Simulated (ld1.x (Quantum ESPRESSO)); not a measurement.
# S TM: all-electron and pseudo phase curves

```
Element                 : S
Generator               : ld1.x (Quantum ESPRESSO) 7.5
Type                    : norm-conserving Troullier–Martins (Kleinman–Bylander form)
Functional              : LDA (PZ)
Relativity              : scalar-relativistic
Frozen core             : [Ne]
Valence charge          : 6
Reference configuration : 3s2 3p4
Partial waves           : 3s (bound): rc 1.30 bohr; 3p (bound): rc 1.70 bohr
Local potential         : the p channel
Core correction         : none
```

The phase is arctan(r·u′/u) with u = r·R(r), unwrapped; energies in Ry, scanned from -3 to 5 Ry. A pole is an energy at which the radial function vanishes at the test radius. The pseudo phase is shifted by a multiple of π to meet the all-electron one at the reference energy, and phase errors are pseudo minus all-electron; the curves can meet again beyond the range given. Levels narrower than the energy grid can be missing from the lists of poles.

```csv
channel,radius (bohr),reference energy (Ry),"poles, all-electron","poles, pseudo",unbroken range about the reference energy with phases within 0.05 rad,phase error 1 Ry above the reference energy (rad)
s,1.86,-1.27,1.11,1.07,below 4.6,-0.001
p,1.86,-0.52,2.27,2.21,the whole range,-0.002
```

Phases in the s channel:

```json
{"E (Ry)": "-3.00", "all-electron": "0.983", "pseudo": "0.982"}
{"E (Ry)": "-2.52", "all-electron": "0.782", "pseudo": "0.780"}
{"E (Ry)": "-2.04", "all-electron": "0.360", "pseudo": "0.358"}
{"E (Ry)": "-1.56", "all-electron": "-0.384", "pseudo": "-0.385"}
{"E (Ry)": "-1.08", "all-electron": "-0.969", "pseudo": "-0.969"}
{"E (Ry)": "-0.60", "all-electron": "-1.249", "pseudo": "-1.250"}
{"E (Ry)": "-0.12", "all-electron": "-1.394", "pseudo": "-1.396"}
{"E (Ry)": "0.36", "all-electron": "-1.483", "pseudo": "-1.485"}
{"E (Ry)": "0.84", "all-electron": "-1.544", "pseudo": "-1.547"}
{"E (Ry)": "1.32", "all-electron": "-1.590", "pseudo": "-1.595"}
{"E (Ry)": "1.80", "all-electron": "-1.628", "pseudo": "-1.635"}
{"E (Ry)": "2.28", "all-electron": "-1.663", "pseudo": "-1.671"}
{"E (Ry)": "2.76", "all-electron": "-1.695", "pseudo": "-1.706"}
{"E (Ry)": "3.24", "all-electron": "-1.728", "pseudo": "-1.744"}
{"E (Ry)": "3.72", "all-electron": "-1.763", "pseudo": "-1.786"}
{"E (Ry)": "4.20", "all-electron": "-1.803", "pseudo": "-1.838"}
{"E (Ry)": "4.68", "all-electron": "-1.851", "pseudo": "-1.907"}
```
